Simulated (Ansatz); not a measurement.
`C[CH2][InH][Cl]` + `O[SiH3]` → `C[CH2][InH][O][SiH3]` + HCl at 500 K and 1 bar (ligand exchange at the In–Cl bond).

Isolated molecules relaxed with PBE0-D4/def2-TZVP in Ansatz; ΔE leaves out vibrations. CCSD(T)/CBS adds triple-zeta CCSD(T) − MP2 to the extrapolated MP2 energy (def2 sets, frozen cores). This one scheme is used for every species. def2 core potentials past Kr. For In outer-core shells are correlated without core-valence functions, which leaves a few kJ/mol of doubt a bond. One conformer a species, not always the lowest.

```
               species  CCSD(T)/CBS energy (Eh)  H − E (kJ/mol)  S (J/(mol·K))
     `C[CH2][InH][Cl]`               -729.34923           232.5          428.8
             `O[SiH3]`               -366.69042           127.5          292.9
`C[CH2][InH][O][SiH3]`               -635.63253           322.2          503.9
                   HCl               -460.38127            32.5          201.9
```

H − E and S are ideal-gas, rigid-rotor, harmonic terms from PBE0-D4/def2-TZVP, for one conformer and one mirror image of each species. 1 Eh = 2625.50 kJ/mol, R = 8.31446 J/(mol·K).

**Question.** By hand: ΔE, ΔH, ΔS and ΔG.

**Answer.** ΔE = (-635.63253) + (-460.38127) − (-729.34923) − (-366.69042) = 0.02585 Eh = 67.9 kJ/mol. Δ(H − E) = 322.2 + 32.5 − 232.5 − 127.5 = -5.3, so ΔH = 62.6 kJ/mol. ΔS = 503.9 + 201.9 − 428.8 − 292.9 = -15.9 J/(mol·K). ΔG = 62.6 − 500 × (-15.9)/1000 = 70.5 kJ/mol.

**Question.** By hand: the equilibrium constant, and the temperature at which ΔG would vanish if ΔH and ΔS stayed fixed.

**Answer.** log₁₀ K = −ΔG/(RT ln 10) = -7.4. ΔH and −TΔS have one sign here, so there is no such temperature.

ΔH outweighs TΔS. A doubt of 5 kJ/mol in ΔE shifts log₁₀ K by 0.5 here. Other conformers and mirror images would add mixing entropy, several J/(mol·K) or more a flexible species. Modes under 60 cm⁻¹, often nearly free rotors, make the harmonic entropy too high. These are equilibria of isolated gas molecules and say nothing of rates. Largest T1 diagnostic: 0.014 (customary marks: 0.02 for closed shells, 0.045 for open ones).
